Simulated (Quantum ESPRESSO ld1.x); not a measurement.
Tc XXVI, configuration [Ar]. All-electron calculation, scalar-relativistic Kohn-Sham, LDA (Slater exchange, Perdew-Zunger correlation), spin-polarised, spherical densities, point nucleus. Program: ld1.x of Quantum ESPRESSO 7.5. Some entries of the table are withheld. Estimate them.

| orbital | occ. | eigenvalue (eV) | <r^2> (bohr^2) |
|---|---|---|---|
| 1s | 2 | -21953.1 | 0.001590 |
| 2s | 2 | (1) | 0.02593 |
| 2p | 6 | -3768.34 | 0.02034 |
| 3s | 2 | -1431.91 | 0.1599 |
| 3p | 6 | (2) | 0.1543 |

Answer. 
(1) 2s eigenvalue (eV): -4072.14
(2) 3p eigenvalue (eV): -1334.04
